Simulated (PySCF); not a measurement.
In(F)(Me)(NMe2) (C₃H₉FInN), SMILES C[N](C)[In]([CH3])[F].

Coordinates come from a PBE-D3(BJ)/def2-SVP optimisation. The def2 effective core potentials stand for the cores of In; spin–orbit coupling is left out. Other conformers were not sampled.

Computed with M06-2X/def2-TZVP (PySCF).

Symmetry labels are those of the subgroup Cs that the program uses (full group Cs).

**Question.** List the valence orbital energies around the gap with their symmetry. (The exact figures need the calculation; the answer reports its results.)

**Answer.** 
| orbital | symmetry | energy (eV) |
|---|---|---|
| HOMO−7 | A' | -12.72 |
| HOMO−6 | A" | -12.03 |
| HOMO−5 | A' | -11.88 |
| HOMO−4 | A" | -11.70 |
| HOMO−3 | A' | -11.32 |
| HOMO−2 | A' | -10.60 |
| HOMO−1 | A' | -9.56 |
| HOMO | A" | -7.32 |
| LUMO | A" | -0.41 |
| LUMO+1 | A' | -0.33 |
| LUMO+2 | A' | 0.78 |
| LUMO+3 | A' | 1.20 |
